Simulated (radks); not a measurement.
Spherical quantum dot in the effective-mass picture: electrons in a well V = -V0 / (1 + exp((r - R)/a)) with V0 = 15.9, R = 3.49, a = 0.27, all in effective atomic units (hartree* = m*/eps^2 hartree, bohr* = eps/m* bohr), one dielectric constant everywhere. Calculated with a radial shooting solver with Libxc functionals: non-relativistic Kohn-Sham, r2SCAN, spin-polarised, spherical densities, generalised Kohn-Sham scheme. Levels are named by radial order and angular momentum (1s, 1p, 1d, 2s, ...), and open shells are averaged over m. Each electron was tried in the lowest free levels, single moves between levels near the top were tried too, and the lowest total energy was kept; such a search can miss a lower state. The series stops at N = 28: beyond it a trial failed or the search could not be trusted, so later rows were left out. At N = 1 the Hartree and exchange-correlation terms need not cancel, so that row can carry a self-interaction error.

N,open shells,2S,E (hartree*),mu = E(N) - E(N-1) (hartree*),addition energy mu(N+1) - mu(N) (hartree*),rms radius (bohr*)
1,"1s(up 1, down 0)",1,-15.3655,-15.366,0.5203,1.667
2,none,0,-30.2108,-14.845,0.8697,1.744
3,"1p(up 1, down 0)",1,-44.1863,-13.976,0.3727,1.872
4,"1p(up 2, down 0)",2,-57.7891,-13.603,0.3912,1.943
5,"1p(up 3, down 0)",3,-71.0008,-13.212,0.5476,1.992
6,"1p(up 3, down 1)",2,-83.6648,-12.664,0.3560,2.035
7,"1p(up 3, down 2)",1,-95.9728,-12.308,0.3728,2.069
8,none,0,-107.908,-11.935,0.9199,2.098
9,"1d(up 1, down 0)",1,-118.924,-11.015,0.3569,2.137
10,"1d(up 2, down 0)",2,-129.582,-10.658,0.3609,2.169
11,"1d(up 3, down 0)",3,-139.880,-10.298,0.3628,2.197
12,"1d(up 4, down 0)",4,-149.814,-9.9347,0.3634,2.221
13,"1d(up 5, down 0)",5,-159.386,-9.5713,0.5035,2.243
14,"1d(up 5, down 1)",4,-168.453,-9.0678,0.3448,2.264
15,"1d(up 5, down 2)",3,-177.176,-8.7230,0.3493,2.282
16,"1d(up 5, down 3)",2,-185.550,-8.3737,0.3520,2.300
17,"1d(up 5, down 4)",1,-193.572,-8.0217,0.3534,2.316
18,none,0,-201.240,-7.6684,0.9686,2.331
19,"1f(up 1, down 0)",1,-207.940,-6.6997,0.3413,2.349
20,"1f(up 2, down 0)",2,-214.298,-6.3585,0.3423,2.365
21,"1f(up 3, down 0)",3,-220.315,-6.0162,0.3429,2.380
22,"1f(up 4, down 0)",4,-225.988,-5.6733,0.3432,2.395
23,"1f(up 5, down 0)",5,-231.318,-5.3301,0.3432,2.408
24,"1f(up 6, down 0)",6,-236.305,-4.9870,0.3430,2.421
25,"1f(up 7, down 0)",7,-240.949,-4.6439,0.4707,2.434
26,"1f(up 7, down 1)",6,-245.122,-4.1733,0.3327,2.445
27,"1f(up 7, down 2)",5,-248.963,-3.8406,0.3340,2.457
28,"1f(up 7, down 3)",4,-252.469,-3.5066,-,2.468

All shells are closed at N = 2, 8, 18 (there: 1s2 1p6 1d10); the second difference of the energy has clear peaks (12 % above both neighbours; the first and last values, which can be the largest, are not judged, and half-filled shells can peak too) at N = 2, 5, 8, 13, 18, 25.
